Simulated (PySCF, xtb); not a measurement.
Al(Br)(OH)2 (AlBrH₂O₂), SMILES [Al]([OH])([OH])[Br].

GFN2-xTB (xtb 6.7.1) at its own geometry gives an orbital gap of 4.24 eV and a dipole moment of 5.37 D.

Coordinates come from a r2SCAN-D4/def2-SVP optimisation. Other conformers were not sampled.

What does PBE/def2-TZVPD (PySCF) give? (The exact figures need the calculation; the answer reports its results.)

gap 5.41 eV (levels -7.34 and -1.93 eV), dipole 0.68 D.
